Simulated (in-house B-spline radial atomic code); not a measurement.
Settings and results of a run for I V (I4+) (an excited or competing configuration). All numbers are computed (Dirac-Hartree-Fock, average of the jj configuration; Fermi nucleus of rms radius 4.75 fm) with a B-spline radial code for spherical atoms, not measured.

In the input, a minus or plus after the letter marks the j = l - 1/2 or j = l + 1/2 subshell.

Command:
```bash
python run_scf.py task.json out
```
Settings (nuclear radius in fm, mass in u):
```
Z                53
configuration    1s2 2s2 2p6 3s2 3p6 3d10 4s2 4p6 4d10 5s2 8f-1
hamiltonian      dirac
method           hf
spin_polarised   False
nucleus          fermi
rms_radius       4.75
atomic_mass      126.90447
speed_of_light   137.035999084
```

Output (hartree, bohr):
```
 radial grid: 81 intervals, B-splines of order 8, outer radius 60 bohr

 iter        energy (Eh)    residual
    1       -7094.410307    6.68e-01
    2       -7107.040927    4.15e-01
    3       -7110.334707    1.27e-01
    4       -7110.621008    4.14e-02
    5       -7110.645849    1.42e-02
    6       -7110.650483    1.52e-03
    7       -7110.650515    4.23e-04
    8       -7110.650518    4.34e-05
    9       -7110.650518    1.24e-06
   10       -7110.650518    1.01e-07

 total energy                     -7110.65052
 kinetic                            7537.1533
 electron-nucleus                 -17184.4272
 electron-electron                  2536.6234

 first-order corrections (not in the total)
   Gaunt                             6.0306
   retardation                      -0.6211
   frequency dependence             -0.0584
   self-energy                       4.1077
   Uehling                          -0.5608
   Wichmann-Kroll                    0.0128
   recoil                            0.0207

 orbital      occ     eigenvalue          <r>       <r^2>       <1/r>     <1/r^3>       r_max    small
 1s1/2      2.000     -1228.1171    0.0272175  0.00100433     56.8361           -     0.01754  3.81e-02
 2s1/2      2.000      -195.1270     0.116592   0.0160958     13.2865           -     0.09912  8.18e-03
 2p1/2      2.000      -182.6873    0.0985658   0.0119555     13.2294           -     0.07622  8.16e-03
 2p3/2      4.000      -171.6650     0.104204   0.0132341     12.2086     5216.47     0.08098  7.75e-03
 3s1/2      2.000       -42.6069     0.312184    0.111508     4.75533           -      0.2849  2.44e-03
 3p1/2      2.000       -37.4210     0.303013    0.106677     4.65439           -       0.272  2.37e-03
 3p3/2      4.000       -35.2902     0.314206     0.11451     4.40627     1012.91      0.2824  2.26e-03
 3d3/2      4.000       -26.2754     0.285485   0.0963918     4.24826     161.077        0.23  2.13e-03
 3d5/2      6.000       -25.8335     0.289052    0.098672     4.18408      149.15       0.233  2.10e-03
 4s1/2      2.000        -9.8114     0.739922    0.617275     1.88452           -      0.6803  6.72e-04
 4p1/2      2.000        -7.9120     0.774344    0.681718     1.77133           -      0.6998  6.09e-04
 4p3/2      4.000        -7.4920     0.800017    0.727446     1.69704     189.152      0.7227  5.79e-04
 4d3/2      4.000        -4.3811      0.90013    0.940116     1.46103     23.4408      0.7718  4.49e-04
 4d5/2      6.000        -4.3122      0.91098    0.962712     1.44043     21.4853      0.7806  4.39e-04
 5s1/2      2.000        -2.5735      1.77678      3.5169    0.732714           -       1.629  1.42e-04
 8f5/2      1.000        -0.2260      15.2973     265.615    0.106085   0.0738509       17.36  1.17e-05
```

Time taken, with all properties: 1.5 s on 1 thread of Arm Neoverse V1, with other jobs on the host.

For the Dirac Hamiltonian the kinetic term is c α·p + (β - 1)c².
